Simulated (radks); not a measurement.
S12+, 4 electrons, occupied as [He] 2s2.

All-electron calculation, scalar-relativistic Kohn-Sham, r2SCAN, spin-polarised, spherical densities, finite nucleus; meta-GGA in the generalised Kohn-Sham scheme; Fermi nuclear charge, rms radius 3.2611 fm. Program: a radial shooting solver on a logarithmic mesh with Libxc functionals.

Energy parts (hartree):
part                      energy
total                 -296.75585
kinetic                298.54536
electron-nucleus      -618.85057
Hartree                 36.16899
exchange-correlation   -12.61964

Orbitals (lengths in bohr, moments of r in powers of bohr; <r^-3> diverges for s and p1/2):
1s: occ. 2; eigenvalue (hartree) -109.3851; <r> 0.09598
2s: occ. 2; eigenvalue (hartree) -23.07555; <r> 0.4131
2p: occ. 0; eigenvalue (hartree) -21.68252; <r> 0.3600; <r^-3> 120.9
3s: occ. 0; eigenvalue (hartree) -8.83322; <r> 0.9589

The highest occupied level is 2s at -627.92 eV. The electron density at the nucleus is 3037 e/bohr^3 (large components only). Summed over all electrons, <r^2> = 0.4236 bohr^2, which gives a Langevin (diamagnetic) susceptibility term of -0.335 x 10^-6 cm^3/mol.
